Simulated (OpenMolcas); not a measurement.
Gd2+: moving or changing the point charges

Gd2+ among 6 point charges of -0.5 e arranged as an octahedron (Oh), 2.47 Å from the ion.
```
   2.4700    0.0000    0.0000  -0.50
   0.0000    2.4700    0.0000  -0.50
  -2.4700    0.0000    0.0000  -0.50
   0.0000   -2.4700    0.0000  -0.50
   0.0000    0.0000    2.4700  -0.50
   0.0000    0.0000   -2.4700  -0.50
```

```
Program             : OpenMolcas 26.06
Method              : CASSCF
Basis               : ANO-RCC-VDZP [7s6p4d2f1g]
Scalar Hamiltonian  : DKH2, point nucleus
Active space        : 8 electrons in 7 orbitals (4f)
State averaging     : 2S+1 = 7 even, 7 roots; 2S+1 = 5 even, 77 roots kept (CI in the orbitals of an earlier block); 2S+1 = 3 even, 26 roots kept (CI in the orbitals of an earlier block)
Spin-orbit coupling : state interaction with AMFI integrals over the reference wave functions
```

Runs around this geometry, states (labels of O, the rotations of Oh). Energies in cm-1 above the lowest state or level, χT in cm3 K/mol.

| R (Å) | Ground state | First state of that spin | First gap with spin-orbit (degeneracies) | Width of lowest J | χT at 300 K |
| --- | --- | --- | --- | --- | --- |
| 2.47 | 7A2 | 7T2 133.9 | 13.1 (1, 3) | 116 | 11.795 |
| 2.64 | 7A2 | 7T2 98.7 | 9.7 (1, 3) | 83 | 11.807 |
| 2.88 | 7A2 | 7T2 65.9 | 6.5 (1, 3) | 54 | 11.814 |

Taking the width of the lowest J multiplet as R^-n, n = -ln(54 / 116) / ln(2.88 / 2.47) = 5.0 between the shortest and longest distance.

High states are left out of the spin-orbit mixing, which shifts the levels that they would mix with. The free ion's ground configuration, as NIST lists it, lies outside this active space, so the lowest level here need not be the ground level. This is an electrostatic model: the charges have no orbitals. No measured value stands beside these numbers.
